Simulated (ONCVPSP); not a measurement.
# An all-electron radial function and its pseudo partner (Al (Z = 13))

Columns: radius, all-electron u(r) and pseudo u(r) of the 3p shell (level -2.71 eV) of aluminium in the configuration [Ne] 3s2 3p1; PBE, scalar-relativistic, ONCV scheme, ONCVPSP 4.0.1.

```csv
r (bohr),all-electron,pseudo
0.148,-0.1204,0.0053
0.295,-0.2073,0.0208
0.443,-0.2011,0.0460
0.590,-0.1386,0.0795
0.738,-0.0507,0.1203
0.885,0.0431,0.1663
1.033,0.1344,0.2162
1.180,0.2173,0.2673
1.328,0.2911,0.3184
1.475,0.3543,0.3670
1.623,0.4084,0.4120
1.770,0.4531,0.4518
1.918,0.4891,0.4858
2.065,0.5164,0.5132
2.213,0.5363,0.5341
2.360,0.5492,0.5482
2.508,0.5563,0.5560
2.655,0.5581,0.5581
2.802,0.5556,0.5555
2.950,0.5493,0.5493
3.098,0.5400,0.5400
3.245,0.5283,0.5283
3.393,0.5147,0.5147
3.540,0.4996,0.4996
3.688,0.4833,0.4833
3.835,0.4664,0.4664
```

Task: How many radial nodes do the two functions have?

Result: The all-electron 3p function has n − l − 1 = 1; the pseudo-wave has 0, since the states of the same l below it are removed with the core.

Task: At about which radius was the pseudo-wave matched?

Result: 2.70 bohr. The columns agree to 0.0005 from 2.51 bohr on; several derivatives are matched, so the curves merge somewhat inside the radius.

Task: Where does each function peak?

Result: Outermost all-electron maximum near 2.65 bohr, pseudo maximum near 2.65 bohr (to the table’s step).

Task: Is the pseudo-wave norm-conserving?

Result: Yes: the ONCV scheme keeps the norm inside the radius equal to the all-electron one, which fixes the energy derivative of the logarithmic derivative at the level.
